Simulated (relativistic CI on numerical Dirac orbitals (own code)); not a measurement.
Hyperfine structure of Br XVI, mass number 79

Method of calculation: Dirac-Coulomb-Breit CI, KLI orbitals optimised for each configuration, model QED, unscaled Slater integrals (own radial code, finite nucleus).

CI space (outside the closed core [Ne]): 3s2 3p6 3d2, 3s2 3p5 3d3, 3s 3p6 3d3, 3s2 3p6 3d 4s, 3s2 3p6 3d 4p, 3s2 3p6 3d 4d, 3s2 3p6 3d 4f, 3s2 3p6 4s2, 3s2 3p5 3d2 4s, 3s2 3p6 4s 4p, 3s2 3p5 3d2 4p, 3s2 3p6 3d 5s, 3p6 3d4, 3p5 3d5. Double excitations out of closed p, d and f shells are left out; levels of such configurations are missing from the list, as are those of other unlisted configurations, and high levels can miss mixing partners. These lack a partner that the ground configuration has and come out too high: 3s2 3p5 3d2 4s, 3s2 3p5 3d2 4p.

Nuclear spin I = 3/2, μ = 2.1046 μN, Q = 0.3087 b (tables of Stone and Pyykkö). The electronic factors are computed for point nuclear moments, without core polarisation or the Bohr-Weisskopf and QED corrections.

```tsv
Level	E (cm⁻¹)	A (MHz)	B (MHz)
3s2 3p6 3d2 3F_2	0	7479	444
3s2 3p6 3d2 3F_3	8801	4620	530
3s2 3p6 3d2 3F_4	18100	3586	744
3s2 3p6 3d2 1D_2	42641	4364	-670
3s2 3p6 3d2 3P_1	49138	69.17	503
3s2 3p6 3d2 3P_2	58405	3106	-919
3s2 3p6 3d2 1G_4	67478	4689	2860
3s2 3p5 3d3 5D°_2	707096	8502	2360
```

Levels with J = 0, under 50 % of one LS term, or S terms without an open s electron are left out. Small factors come from cancelling terms and can be off by tens of per cent or more.

At this charge energies of transitions that change n are usually good to better than 1 %, and those within a shell (Δn = 0) to a few per cent. Terms inside the open d or f shell come out 10 to 20 % too wide with unscaled integrals.

Q: Give the hyperfine levels of 3s2 3p6 3d2 3F_2 relative to its centre of gravity.

A: With K = F(F + 1) − I(I + 1) − J(J + 1), E = AK/2 + B[¾K(K + 1) − I(I + 1)J(J + 1)]/[2I(2I − 1)J(2J − 1)]: F = 1/2: -33270, F = 3/2: -22440, F = 5/2: -4017, F = 7/2: 22550 MHz.

LS names give the leading component of a level, which can be under half, so a name can repeat, a term be missing and a line seem to break the LS rules.
